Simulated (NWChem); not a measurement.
System: CH₃F₃SSi; SMILES CS[Si](F)(F)F

Here is an NWChem input.

```
start job
memory heap 200 mb stack 900 mb global 1100 mb
geometry units angstroms noautosym nocenter noautoz
  C     -0.753293     2.223924    -0.000659
  S      0.823708     1.293736     0.000622
  Si     0.017995    -0.631818     0.001460
  F     -0.898284    -0.922485    -1.281403
  F      1.205771    -1.699382     0.025133
  F     -0.934016    -0.901146     1.262883
  H     -1.340756     2.004819     0.900543
  H     -0.476628     3.285890     0.000265
  H     -1.338860     2.006592    -0.903585
end
basis spherical
  C library 6-31g*
  S library 6-31g*
  Si library 6-31g*
  F library 6-31g*
  H library 6-31g*
end
dft
  xc hfexch
  iterations 150
end
property
  shielding
  efieldgrad
end
task dft property
```

Parts of the log:

```
             Northwest Computational Chemistry Package (NWChem) 7.3.0
             --------------------------------------------------------

                             Geometry "geometry" -> ""
                             -------------------------

 Output coordinates in angstroms (scale by  1.889725989 to convert to a.u.)

  No.       Tag          Charge          X              Y              Z
 ---- ---------------- ---------- -------------- -------------- --------------
    1 C                    6.0000    -0.75329300     2.22392400    -0.00065900
    2 S                   16.0000     0.82370800     1.29373600     0.00062200
    3 Si                  14.0000     0.01799500    -0.63181800     0.00146000
    4 F                    9.0000    -0.89828400    -0.92248500    -1.28140300
    5 F                    9.0000     1.20577100    -1.69938200     0.02513300
    6 F                    9.0000    -0.93401600    -0.90114600     1.26288300
    7 H                    1.0000    -1.34075600     2.00481900     0.90054300
    8 H                    1.0000    -0.47662800     3.28589000     0.00026500
    9 H                    1.0000    -1.33886000     2.00659200    -0.90358500

 Effective nuclear repulsion energy (a.u.)     410.0460398266

  xc_inp: hfexch multiplicative factor not found.
                              NWChem Property Module
                              ----------------------

  itol2e modified to match energy
  convergence criterion.

                                 NWChem DFT Module
                                 -----------------

 Summary of "ao basis" -> "ao basis" (spherical)
 ------------------------------------------------------------------------------
       Tag                 Description            Shells   Functions and Types
 ---------------- ------------------------------  ------  ---------------------
 C                           6-31g*                  6       14   3s2p1d
 S                           6-31g*                  8       18   4s3p1d
 Si                          6-31g*                  8       18   4s3p1d
 F                           6-31g*                  6       14   3s2p1d
 H                           6-31g*                  2        2   2s

  itol2e modified to match energy
  convergence criterion.

[...]

          -----------------------------------------
          Chemical Shielding Tensors (GIAO, in ppm)
          -----------------------------------------

                                NWChem CPHF Module
                                ------------------

  scftype          =     RHF
  nclosed          =       33
  nopen            =        0
  variables        =     2145
  # of vectors     =        3
  tolerance        = 0.10D-03
  level shift      = 0.00D+00
  max iterations   =       50
  max subspace     =       30

 SCF residual:    1.1486393678317538E-004

Iterative solution of linear equations
  No. of variables     2145
  No. of equations        3
  Maximum subspace       30
        Iterations       50
       Convergence  1.0D-04

   iter   nsub   residual    time
   ----  ------  --------  ---------
     1      3    9.71D-01      28.8
     2      6    1.93D-01      31.6
     3      9    5.45D-02      34.3
     4     12    7.98D-03      37.0
     5     15    7.48D-04      39.8
     6     18    1.54D-04      42.5
     7     21    2.62D-05      45.3

      Atom:    1  C
        Diamagnetic
    258.7210     -7.1976      0.0121
     -7.1976    255.1348     -0.0099
      0.0121     -0.0099    247.9942

        Paramagnetic
    -60.4431     -2.0228     -0.0633
     -2.0228    -65.5320     -0.0743
     -0.0633     -0.0743    -60.1129

        Total Shielding Tensor
    198.2779     -9.2204     -0.0513
     -9.2204    189.6028     -0.0842
     -0.0513     -0.0842    187.8813

           isotropic =     191.9207
          anisotropy =      18.3140

          Principal Components and Axis System
                 1           2           3
              204.1300    187.8837    183.7483

      1         0.8443     -0.0129      0.5357
      2        -0.5359     -0.0201      0.8441
      3         0.0001      0.9997      0.0238

      Atom:    2  S
        Diamagnetic
   1058.6095     -2.0262      0.0069
     -2.0262   1061.1805     -0.0118
      0.0069     -0.0118   1048.6766

        Paramagnetic
   -331.0588    -69.2539      0.1403
    -69.2539   -184.8244     -0.5913
      0.1403     -0.5913   -317.9679

        Total Shielding Tensor
    727.5506    -71.2802      0.1472
    -71.2802    876.3561     -0.6032
      0.1472     -0.6032    730.7087

           isotropic =     778.2051
          anisotropy =     190.1811

          Principal Components and Axis System
                 1           2           3
              904.9925    730.7067    698.9161

      1        -0.3728     -0.0039      0.9279
      2         0.9279      0.0022      0.3728
      3        -0.0035      1.0000      0.0028

      Atom:    3  Si
        Diamagnetic
    873.4347     -1.0964      0.0014
     -1.0964    874.7822      0.0119
      0.0014      0.0119    871.9440

        Paramagnetic
   -409.3816     28.0529      0.0004
     28.0529   -330.3494     -0.1862
      0.0004     -0.1862   -392.7817

        Total Shielding Tensor
    464.0531     26.9565      0.0018
     26.9565    544.4328     -0.1742
      0.0018     -0.1742    479.1623

           isotropic =     495.8827
          anisotropy =      85.1303

          Principal Components and Axis System
                 1           2           3
              552.6363    479.1620    455.8499

      1         0.2911      0.0028      0.9567
      2         0.9567      0.0015     -0.2911
      3        -0.0023      1.0000     -0.0022

      Atom:    4  F
        Diamagnetic
    470.2887      3.3120     13.6062
      3.3120    463.3357      5.2883
     13.6062      5.2883    479.6292

[...]
```

Level: Hartree-Fock/6-31G* (spherical d), GIAO. Coordinates come from a PBE0/def2-SVP optimisation. NWChem prints the field gradient with the sign opposite to the second derivative of the potential. The printed shielding anisotropy is the first printed principal value minus the mean of the other two.
